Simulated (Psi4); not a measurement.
As$_{2}$, triplet, geometry from GFN2-xTB (a higher spin typed on purpose: for a closed-shell molecule this is an excited state). Base run: Psi4 with B3LYP/def2-SVP.

Geometry (Å):
```xyz
2

As     0.0000     0.0000    -1.1272
As     0.0000     0.0000     1.1272
```
Charge 0, spin multiplicity 3.
Orbitals are unrestricted.
All else is at Psi4's defaults (density fitting).

Variants of this job, named by their change:

| change | basis functions | E (Eh) |
|---|---|---|
| base | 64 | -4471.22099 |
| basis = cc-pVDZ-DK; relativity = spin-free X2C (with scf_type pk) | 54 | -4521.38653 |
| basis = cc-pVTZ-DK; relativity = spin-free X2C (with scf_type pk) | 86 | -4521.61422 |
| basis = cc-pVTZ-DK; relativity = none (with scf_type pk) | 86 | -4440.89206 |
| basis = cc-pVDZ-DK; relativity = none (with scf_type pk) | 54 | -4443.51936 |

Total energies compare only within one method and basis.

Open shells are given as the SCF converged; they aren't shown to be the lowest states, and a large step between rows can be another state.

Basis sets contracted for a relativistic Hamiltonian are a mismatch without it, so the rows without relativity aren't non-relativistic limits. No row has spin-orbit coupling; sets with core potentials leave out the core electrons.
